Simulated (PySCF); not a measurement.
The numbers are results of r2SCAN-D4/def2-TZVP (PySCF), not measurements. Gas-phase values, no solvent. One relaxed conformer stands for a flexible species; it need not be the lowest. Excitations are Tamm–Dancoff values on a coarser integration grid. The basis has no diffuse functions, so Rydberg states are missing or too high.

Reference species (SMILES): `O/C=C/S` (H–O–C–C torsion -180°, C–C–S–H torsion 0°) (neutral, multiplicity 1).

```json
{
 "S1 excitation (TDA)": "4.84 eV",
 "T1 excitation (TDA)": "3.56 eV",
 "HOMO–LUMO gap": "4.66 eV",
 "HOMO": "-4.88 eV"
}
```

After one change: the S1 excitation (TDA) goes up by 0.25 eV; the T1 excitation (TDA) rises by 0.89 eV; the HOMO–LUMO gap rises by 0.32 eV; the HOMO decreases by 1.65 eV.

### Question
Which change was made? The new species is one of these.
(A) `O/C=C\S` (H–O–C–C torsion 0°, C–C–S–H torsion -99°)
(B) `CC(O)=S` (S–C–O–H torsion 0°)
(C) `CC(=O)S` (O–C–S–H torsion 0°)
(D) `C1OCS1`

### Answer
C, `CC(=O)S` (O–C–S–H torsion 0°)
